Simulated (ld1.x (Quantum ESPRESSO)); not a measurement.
**Reading a pseudo-wave (hydrogen (H))**

Columns: radius, all-electron u(r) and pseudo u(r) of the 1s shell (level -9.49 eV) of hydrogen in the configuration 1s0.75; PBE, scalar-relativistic, TM scheme, ld1.x (Quantum ESPRESSO) 7.5.

| r (bohr) | all-electron | pseudo |
| --- | --- | --- |
| 0.070 | 0.1332 | 0.1048 |
| 0.140 | 0.2479 | 0.2072 |
| 0.210 | 0.3460 | 0.3046 |
| 0.280 | 0.4293 | 0.3949 |
| 0.350 | 0.4992 | 0.4760 |
| 0.420 | 0.5574 | 0.5464 |
| 0.490 | 0.6050 | 0.6051 |
| 0.560 | 0.6434 | 0.6518 |
| 0.630 | 0.6735 | 0.6871 |
| 0.700 | 0.6964 | 0.7118 |
| 0.770 | 0.7130 | 0.7275 |
| 0.840 | 0.7241 | 0.7359 |
| 0.910 | 0.7302 | 0.7387 |
| 0.980 | 0.7322 | 0.7374 |
| 1.050 | 0.7305 | 0.7332 |
| 1.120 | 0.7257 | 0.7268 |
| 1.190 | 0.7182 | 0.7185 |
| 1.260 | 0.7084 | 0.7085 |
| 1.330 | 0.6967 | 0.6967 |
| 1.400 | 0.6834 | 0.6834 |
| 1.470 | 0.6687 | 0.6687 |
| 1.540 | 0.6530 | 0.6530 |
| 1.610 | 0.6364 | 0.6364 |
| 1.680 | 0.6191 | 0.6191 |
| 1.750 | 0.6014 | 0.6014 |
| 1.820 | 0.5833 | 0.5833 |

Task: How many radial nodes do the two functions have?

Result: The all-electron 1s function has n − l − 1 = 0; the pseudo-wave has 0.

Task: At about which radius was the pseudo-wave matched?

Result: 1.40 bohr. The columns agree to 0.0005 from 1.19 bohr on; several derivatives are matched, so the curves merge somewhat inside the radius.

Task: Where does each function peak?

Result: Outermost all-electron maximum near 0.98 bohr, pseudo maximum near 0.91 bohr (to the table’s step).

Task: Is the pseudo-wave norm-conserving?

Result: Yes: the TM scheme keeps the norm inside the radius equal to the all-electron one, which fixes the energy derivative of the logarithmic derivative at the level.
